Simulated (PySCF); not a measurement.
C3H9FOSi, SMILES CC(C)(F)[SiH2]O. Geometry optimised at r2SCAN-D4/def2-SVP. This is a generated structure with no PubChem entry under its InChIKey; it may be hypothetical. The values are those of a single conformer.

Computed equilibrium geometry at r2SCAN-D4/def2-SVP (PySCF confirms it by a frequency run) as a Z-matrix (one conformer of several):
```
C
F 1 1.4408
C 1 1.5134 2 106.98
H 3 1.1007 1 111.16 2 -57.81
H 3 1.1021 4 108.29 1 121.59
H 3 1.1032 4 108.28 5 117.05
C 1 1.5160 2 106.36 3 121.26
H 7 1.1011 1 110.83 2 60.86
H 7 1.1015 8 108.16 1 -121.39
H 7 1.1030 8 108.56 9 -117.55
Si 1 1.9123 2 100.02 7 117.80
O 11 1.6679 1 105.81 2 -48.78
H 12 0.9677 11 111.68 1 41.44
H 11 1.4894 12 107.32 13 162.44
H 11 1.4956 14 110.03 12 -123.25
```
Charge 0, spin multiplicity 1.
